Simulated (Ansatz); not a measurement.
Stepwise reaction of `C[O][Al]([F])[F]` with hydrogen, as a gas-phase model of exchange steps in deposition or etching. ΔE in kJ/mol; ΔG adds harmonic PBE0-D4 terms to CCSD(T)/CBS, at 1 bar.

Gas-phase electronic energies from Ansatz, PBE0-D4/def2-TZVP geometries. CCSD(T)/CBS is the MP2 limit (def2-TZVPP, def2-QZVPP) plus CCSD(T) − MP2 in def2-TZVPP, frozen cores. This one scheme is used for every species. Functionals use def2-TZVPP. B3LYP here is the variant with VWN-RPA as its local correlation; programs differ in this. Each species was taken in one conformer, which may not be the lowest.

```csv
step,reaction,PBE-D4,B3LYP-D4,ωB97M-V,CCSD(T)/CBS,ΔG(600 K)
2,`C[O][AlH][F]` + H₂ → `C[O][AlH2]` + H–F,166.9,175.4,173.2,172.9,170.6
```

Problem. Give the row of step 1, `C[O][Al]([F])[F]` + H₂ → `C[O][AlH][F]` + H–F. (Best estimate.)

Solution. Computed: 
```
step                                        reaction  PBE-D4  B3LYP-D4  ωB97M-V  CCSD(T)/CBS  ΔG(600 K)
   1  `C[O][Al]([F])[F]` + H₂ → `C[O][AlH][F]` + H–F   143.6     152.6    149.7        152.5      147.9
```

Problem. By hand: ΔE of the 2 steps together at CCSD(T)/CBS.

Solution. (152.5) + (172.9) = 325.4 kJ/mol, or 162.7 kJ/mol a step.

In ΔE each step is higher than the one before. All are uphill at CCSD(T)/CBS. ΔG lies between 147.9 and 170.6 kJ/mol a step. PBE-D4 differs from CCSD(T)/CBS by -8.9 to -6.0 kJ/mol a step. Isolated molecules leave out the surface, adducts and barriers. Largest T1 diagnostic: 0.013.
